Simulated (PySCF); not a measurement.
## Correlation energy of Ru (ruthenium, neutral)

[Kr] 4d6 5s2, high-spin 5D determinant (an excited configuration). All numbers are calculated (PySCF 2.14, the spin-free X2C one-electron Hamiltonian (Gaussian nucleus), in x2c-TZVPPall). Frozen: [Kr]; 8 electrons correlated.

```tsv
level	correlation energy (mhartree)
CCSD	-182.24
(T)	-7.15
CCSD(T)	-189.39
```

Diagnostics: T1 = 0.030, D1 = 0.1132, largest double amplitude 0.086.

Problem. Is a single reference adequate?

Solution. Mostly. T1 lies below 0.03, but a double amplitude of this size points to a near-degeneracy that CCSD handles and MP2 describes poorly.
